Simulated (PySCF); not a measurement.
Cl₃HOZr, SMILES [OH][Zr]([Cl])([Cl])[Cl] (connectivity only; charge and spin as stated), charge +1, multiplicity 2. Atoms are numbered in the order given.

```xyz
6

Zr    -0.2159    -0.3129     0.0000
Cl     0.9449    -0.3700    -2.0420
Cl     0.9449    -0.3700     2.0420
Cl    -0.3400     2.1041     0.0000
O     -1.8723    -1.1374     0.0000
H     -2.7347    -1.5759     0.0000
```
Charge +1, spin multiplicity 2.

Coordinates come from a PBE0-D3(BJ)/def2-SVP optimisation. The geometry has at least one imaginary mode, so it is a saddle point at that level. The spin state was assumed, not searched. The isomer is the one that the SMILES or the coordinates give; other isomers of the formula were not compared. The def2 effective core potentials stand for the cores of Zr; spin–orbit coupling is left out. The values are those of a single conformer.

The numbers are results of TDA-B3LYP/def2-SVPD (PySCF), not measurements.

Vertical excitations. Isolated molecule, no solvent.

Computed UV-visible absorptions:
```json
[
 {"state": "root 1", "energy (eV)": "0.35", "λ (nm)": "3558", "f": "0.002", "main pairs": "β HOMO→LUMO 46 %, β HOMO−2→LUMO 34 %, β HOMO−4→LUMO 16 %"},
 {"state": "root 2", "energy (eV)": "0.41", "λ (nm)": "3060", "f": "0.000", "main pairs": "β HOMO−1→LUMO 99 %"},
 {"state": "root 3", "energy (eV)": "0.85", "λ (nm)": "1467", "f": "0.001", "main pairs": "β HOMO−4→LUMO 52 %, β HOMO−2→LUMO 44 %"},
 {"state": "root 4", "energy (eV)": "1.23", "λ (nm)": "1011", "f": "0.002", "main pairs": "β HOMO−5→LUMO 54 %, β HOMO−3→LUMO 44 %"},
 {"state": "root 5", "energy (eV)": "1.29", "λ (nm)": "959", "f": "0.047", "main pairs": "β HOMO→LUMO 42 %, β HOMO−4→LUMO 27 %, β HOMO−2→LUMO 20 %"},
 {"state": "root 6", "energy (eV)": "1.61", "λ (nm)": "771", "f": "0.001", "main pairs": "β HOMO−6→LUMO 63 %, β HOMO−9→LUMO 29 %"},
 {"state": "root 7", "energy (eV)": "2.02", "λ (nm)": "615", "f": "0.021", "main pairs": "β HOMO−7→LUMO 81 %"},
 {"state": "root 8", "energy (eV)": "2.11", "λ (nm)": "588", "f": "0.080", "main pairs": "β HOMO−3→LUMO 45 %, β HOMO−5→LUMO 28 %, β HOMO−8→LUMO 20 %"},
 {"state": "root 9", "energy (eV)": "2.28", "λ (nm)": "544", "f": "0.002", "main pairs": "β HOMO−9→LUMO 67 %, β HOMO−6→LUMO 21 %"},
 {"state": "root 10", "energy (eV)": "2.44", "λ (nm)": "508", "f": "0.046", "main pairs": "β HOMO−8→LUMO 78 %, β HOMO−5→LUMO 14 %"}
]
```
Unrestricted roots are not spin-pure.
